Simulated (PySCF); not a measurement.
# TDDFT excited states: C6H7N

2-methylpyridine, C6H7N.
SMILES: `Cc1ccccn1`

Computed with TDDFT CAM-B3LYP/def2-SVPD, vertical, gas phase, core orbitals frozen in the response in PySCF 2.14.0, density-fitted response routines. Isolated species at its PBE0-D3(BJ)/def2-SVP geometry, gas phase.

Q: What does the calculation give for the low-lying excited states?

A: 

```json
{"state": "S1", "E (eV)": "5.10", "E (kJ/mol)": "492", "λ (nm)": "243.0", "f": "0.0038", "|μ| (D)": "0.44", "symmetry": "A″", "main configurations (H = HOMO, L = LUMO)": "H-1→L (97%)"}
{"state": "S2", "E (eV)": "5.37", "E (kJ/mol)": "518", "λ (nm)": "230.8", "f": "0.0002", "|μ| (D)": "0.10", "symmetry": "–", "main configurations (H = HOMO, L = LUMO)": "H-1→L+1 (99%)"}
{"state": "S3", "E (eV)": "5.50", "E (kJ/mol)": "530", "λ (nm)": "225.6", "f": "0.052", "|μ| (D)": "1.58", "symmetry": "A′", "main configurations (H = HOMO, L = LUMO)": "H→L (76%), H-2→L+1 (21%)"}
{"state": "S4", "E (eV)": "6.25", "E (kJ/mol)": "603", "λ (nm)": "198.4", "f": "0.073", "|μ| (D)": "1.76", "symmetry": "A′", "main configurations (H = HOMO, L = LUMO)": "H→L+1 (77%), H-2→L (19%)"}
{"state": "S5", "E (eV)": "7.14", "E (kJ/mol)": "689", "λ (nm)": "173.6", "f": "0.0024", "|μ| (D)": "0.30", "symmetry": "A″", "main configurations (H = HOMO, L = LUMO)": "H→L+2 (92%)"}
{"state": "S6", "E (eV)": "7.34", "E (kJ/mol)": "708", "λ (nm)": "169.0", "f": "0.616", "|μ| (D)": "4.71", "symmetry": "A′", "main configurations (H = HOMO, L = LUMO)": "H-2→L (60%), H→L+1 (16%), H-2→L+1 (14%)"}
{"state": "S7", "E (eV)": "7.38", "E (kJ/mol)": "712", "λ (nm)": "168.0", "f": "0.387", "|μ| (D)": "3.72", "symmetry": "A′", "main configurations (H = HOMO, L = LUMO)": "H-2→L+1 (58%), H→L (14%), H-2→L (13%)"}
{"state": "S8", "E (eV)": "7.50", "E (kJ/mol)": "724", "λ (nm)": "165.3", "f": "0.038", "|μ| (D)": "1.16", "symmetry": "A′", "main configurations (H = HOMO, L = LUMO)": "H-1→L+2 (75%), H-1→L+4 (8%)"}
{"state": "S9", "E (eV)": "7.77", "E (kJ/mol)": "750", "λ (nm)": "159.5", "f": "0.022", "|μ| (D)": "0.86", "symmetry": "A″", "main configurations (H = HOMO, L = LUMO)": "H→L+3 (74%), H→L+4 (11%)"}
{"state": "S10", "E (eV)": "8.04", "E (kJ/mol)": "776", "λ (nm)": "154.2", "f": "0.0020", "|μ| (D)": "0.25", "symmetry": "–", "main configurations (H = HOMO, L = LUMO)": "H-3→L (87%)"}
```

Triplets (Tamm–Dancoff): T1 4.16 eV, H→L+1 (68%), H-2→L (19%), H→L (8%); T2 4.42 eV, H-1→L (90%); T3 4.51 eV, H→L (88%), H→L+1 (9%); T4 5.03 eV, H-2→L (76%), H→L+1 (20%).

The lowest singlet comes at 243 nm (492 kJ/mol) in the ultraviolet; it is very weak; its leading configuration is HOMO-1→LUMO (97%). The strongest level in the table is S6 at 7.34 eV (169 nm, f = 0.616). Löwdin shares by element: HOMO carbon 75% or more (atoms not listed hold the other 25%); LUMO carbon 53% or more, nitrogen 20% (atoms not listed hold the other 27%). The oscillator strengths of these states sum to 1.197; summed over the whole spectrum of an exact calculation they would give the number of electrons, 50 (Thomas–Reiche–Kuhn). Orbital energies (eV): HOMO-3 -11.67, HOMO-2 -9.54, HOMO-1 -8.75, HOMO -8.54, LUMO 0.37, LUMO+1 0.63, LUMO+2 1.44. The listed states span 2.94 eV, and the widest gap between neighbours is 0.89 eV (S4 to S5). No computed singlet lies in the visible range (380 to 750 nm); the lowest, at 243 nm, stands 1.84 eV above its violet end (3.26 eV). The vertical ionisation energy (ΔSCF) is 9.29 eV, 1.25 eV above S10. Symmetry labels in Cs follow from the direction of the transition dipole and are given only for states with f of 0.002 or more. The window holds the lowest 10 singlets.

Time: 2.2 min wall. Hardware: Arm Neoverse V1, one thread, no GPU, on a shared host.
